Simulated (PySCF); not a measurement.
Si(Cl)(I)2(OH) (ClHI2OSi), SMILES Cl[Si](I)(I)O.

Geometry: B3LYP-D3(BJ)/def2-SVP. The structure was generated by enumeration, and PubChem lists no compound with its InChIKey, so it may never have been made. The def2 effective core potentials stand for the cores of I; spin–orbit coupling is left out. Other conformers were not sampled.

Two levels are set side by side: TDA-PBE/def2-SVPD (PySCF) and TDA-PBE0/def2-SVPD (PySCF). Vertical, same geometry. The lowest singlet is HOMO→LUMO 95 % with PBE and HOMO→LUMO 96 % with the other functional; states are paired by order. Differences are taken from unrounded values.

```csv
quantity,TDA-PBE0
lowest singlet excitation (eV),4.66
lowest triplet excitation (TDA) (eV),4.18
```

Q: What does TDA-PBE give, and how far is it from TDA-PBE0? (The exact figures need the calculation; the answer reports its results.)

A: 
```
quantity                              TDA-PBE  TDA-PBE minus TDA-PBE0
------------------------------------  -------  ----------------------
lowest singlet excitation (eV)           4.14                   -0.52
lowest triplet excitation (TDA) (eV)     3.76                   -0.42
```

A lower first singlet is the usual sign of a functional without exact exchange. Differences between two approximate levels are no errors against the true value.

Rough cost on one machine, each run with all the roots and properties that it gave: TDA-PBE0 against TDA-PBE within a factor of 2.
